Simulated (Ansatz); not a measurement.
A nudged elastic band was laid between two geometries of F4H4NSTa (11 atoms, charge 0, multiplicity 1).

All numbers below come from RKS PBE-D4/def2-SVP (Ansatz 0.2.0).

```json
{
  "movable images": "5",
  "climbing image": "yes",
  "spring": "5.0 eV/Å²",
  "optimiser": "quadratic models (default)",
  "start path": "through a guess of the saddle point",
  "force threshold": "0.03 eV/Å",
  "iteration limit": "60",
  "end points": "relaxed"
}
```

Initial state:

```xyz
11
Properties=species:S:1:pos:R:3
Ta 0.121 0.018 0.164
N 2.094 0.385 0.082
H 2.653 0.752 0.860
H 2.708 0.139 -0.702
F 0.279 0.441 2.010
F 0.412 -0.921 -1.472
F -0.646 1.609 -0.481
F -1.514 -0.964 0.448
S 0.851 -2.551 1.227
H 0.672 -3.203 0.044
H 2.200 -2.483 1.043
```

Final state:

```xyz
11
Properties=species:S:1:pos:R:3
Ta -0.064 -0.448 0.317
N 2.265 -0.082 0.257
H 2.533 0.738 0.818
H 2.600 0.083 -0.703
F 0.195 0.126 2.109
F 0.306 -1.158 -1.412
F 0.097 1.351 -0.326
F -1.942 -0.541 0.258
S 0.543 -2.648 1.235
H 0.523 -3.304 0.041
H 2.775 -0.896 0.630
```

(1) What changes between the two ends?

(2) Give the energies along the band, and the barrier.

(3) What is the geometry of the highest image?

(4) What are the harmonic wavenumbers there?

The band took 20 iterations and about 11 core-minutes.

Results:

(1) Bonds broken: S9–H11. Bonds formed: N2–H11.

(2) The run converged. The highest image is number 2 of 0 to 6, 0.246 eV above the first end and 1.124 eV above the last; the last end lies 0.877 eV below the first. A vibrational analysis at the climbing image gives one clearly imaginary mode, 694i cm⁻¹: a first-order saddle point. The orbitals stay closed-shell, which can raise the energy where a bond breaks towards radicals; this wasn't checked here.

```
image  path coordinate (Å)  energy (eV)  S9–H11 (Å)  N2–H11 (Å)
    0                 0.00        0.000        1.36        3.03
    1                 0.71        0.058        1.37        2.34
    2                 1.41        0.246        1.56        1.50
    3                 1.85       -0.282        1.98        1.10
    4                 2.29       -0.670        2.32        1.04
    5                 2.73       -0.831        2.60        1.03
    6                 3.17       -0.877        2.90        1.03
```

(3) 
```xyz
11
Properties=species:S:1:pos:R:3
Ta 0.021 -0.125 0.182
N 2.135 -0.030 0.239
H 2.644 0.484 0.969
H 2.714 -0.126 -0.603
F 0.216 0.389 1.995
F 0.383 -0.936 -1.497
F -0.504 1.557 -0.473
F -1.686 -0.919 0.370
S 0.946 -2.520 1.229
H 1.017 -3.145 0.021
H 1.944 -1.407 0.790
```

(4) 694i, 88, 96, 138, 156, 185, 196, 201, 205, 255, 350, 457, 517, 553, 589, 594, 637, 661, 674, 677, 683, 1288, 1328, 1462, 2625, 3439, 3548 cm⁻¹.

Run time: 3 min on 4 threads of Arm Neoverse V2, with other jobs on the host, peak memory 0.21 GiB.
